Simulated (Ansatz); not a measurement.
Species: sum formula Si$_{2}$H$_{4}$Cl$_{2}$ (charge 0, singlet). 
Coordinates optimised at B3LYP-D3(BJ)/def2-TZVP (Ansatz, a program for electronic structure):
```
Si
H 1 1.4783
H 1 1.4783 2 109.70
Cl 1 2.0766 2 108.35 3 -118.08
Si 1 2.3407 2 111.39 3 123.79
H 5 1.4783 1 111.39 2 57.59
H 5 1.4783 6 109.70 1 -123.79
Cl 5 2.0766 6 108.35 7 -118.08
```
Charge 0, spin multiplicity 1.

Basis-set convergence of Hartree-Fock and CCSD correlation energies (hartree) with Ansatz. Cores are frozen in the correlated levels unless marked. No spin-orbit coupling. Non-relativistic.

```json
[
 {"basis": "aug-cc-pV(D+d)Z", "functions": "164", "E(HF)": "-1499.32080", "E(corr, CCSD)": "-0.56553"},
 {"basis": "aug-cc-pV(T+d)Z", "functions": "312", "E(HF)": "-1499.37274", "E(corr, CCSD)": "-0.69767"},
 {"basis": "aug-cc-pV(Q+d)Z", "functions": "540", "E(HF)": "-1499.38540", "E(corr, CCSD)": "-0.74293"}
]
```

Extrapolating the two largest sets (X = 3 and 4) as X^-3: E(corr) = (64·(-0.74293) - 27·(-0.69767))/37 = -0.7760 Eh, an estimate of the basis-set limit. The largest set recovers 95.7 % of it, the smallest 72.9 %.
